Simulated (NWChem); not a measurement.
Atomisation of hexafluoropropene (C3F6)

```
C
F 1 1.3364
C 1 1.3383 2 119.27
F 3 1.3078 1 125.23 2 -179.92
F 3 1.3092 4 112.29 1 180.00
C 1 1.5041 2 113.51 3 -179.85
F 6 1.3357 1 111.67 2 -178.60
F 6 1.3403 7 108.42 1 -121.88
F 6 1.3407 7 108.36 8 -116.09
```
Charge 0, spin multiplicity 1.

The numbers come from NWChem runs, not from measurements. Structure: optimised with B3LYP/def2-SVP, with no frequency check, so it may be a saddle point.

Basis set: def2-SVP. The atomisation energy is electronic alone: no zero-point, thermal, spin-orbit or counterpoise terms. No value is extrapolated to the basis-set limit. Free atoms are single determinants with multiplicities F 2, C 3. Correlated methods freeze the same cores in atoms and molecule, 9 orbitals in all.

B3LYP has NWChem's definition, with VWN1-RPA local correlation. The stability of the SCF solutions was not checked. Open-shell Hartree-Fock references start from PBE0 orbitals.

Problem. For the atomisation energy, PBE0 gives 953.0 kcal/mol and BP86 gives 992.7 kcal/mol. What do B3LYP, CAM-B3LYP, MP2 give?

Solution. B3LYP: 936.2 kcal/mol; CAM-B3LYP: 954.9 kcal/mol; MP2: 920.3 kcal/mol.
